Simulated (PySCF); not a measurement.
**Cu(NH3)F: computed shieldings and shifts**

Cu(NH3)F, CuFH3N, point group C3v.

Geometry:
| atom | x (Å) | y (Å) | z (Å) |
| --- | --- | --- | --- |
| Cu1 | -0.007 | 0.003 | -1.181 |
| N2 | 0.002 | -0.001 | 0.740 |
| H3 | -0.401 | 0.853 | 1.129 |
| H4 | 0.949 | -0.078 | 1.116 |
| H5 | -0.532 | -0.782 | 1.125 |
| F6 | -0.011 | 0.005 | -2.928 |

GIAO calculations in PySCF 2.14.0 with density-fitted response routines on the PBE0-D3(BJ)/def2-SVP structure: isolated species, non-relativistic, equivalent atoms averaged; basis pcSseg-1 (pcSseg-2 on Cu).

(1) Give the isotropic shieldings (ppm) with B3LYP, PBE, PBE0.

(2) And the chemical shifts, against references computed in the same way?

(3) Which part of the shielding of Cu1 depends on the functional?

(4) What couplings does PBE/pcJ-1 (pcSseg-1 on Cu) give?

Results:

(1) 
```csv
atoms,environment,B3LYP,PBE,PBE0
Cu1,"Cu bonded to F, N",375,230,469
F6,fluorine bonded to Cu,516.0,498.4,517.6
N2,"nitrogen bonded to Cu, 3 H",261.9,258.0,266.5
H3/H4/H5,hydrogen on a nitrogen bonded to Cu,29.78,29.49,29.70
HOMO–LUMO gap (eV),–,5.23,3.34,5.78
```

(2) 
| atoms | nucleus, reference | B3LYP | PBE | PBE0 |
| --- | --- | --- | --- | --- |
| F6 | 19F, CFCl3 | -344.1 | -353.7 | -340.3 |
| N2 | 15N, NH3 | 1.6 | 7.1 | -0.8 |
| H3/H4/H5 | 1H, TMS | 1.60 | 1.71 | 1.57 |

(3) Diamagnetic: B3LYP 2405, PBE 2404, PBE0 2405 ppm; paramagnetic: B3LYP -2030, PBE -2175, PBE0 -1936 ppm. The diamagnetic part, set mainly by inner electrons, hardly moves; the paramagnetic part goes with low-lying magnetically allowed excitations and carries the spread.

(4) 1J(N2,H3) = -63.6, 2J(H3,H4) = -9.2, 2J(N2,F6) = 9.1 Hz (averaged over equivalent pairs; isotopes 15N, 1H, 19F).

Unscaled 19F shifts against computed CFCl3 carry errors that often reach 10 to 50 ppm. Experimental scales use liquid or dissolved standards, which lie at an offset from isolated NH3 (liquid NH3: subtract about 20 ppm).
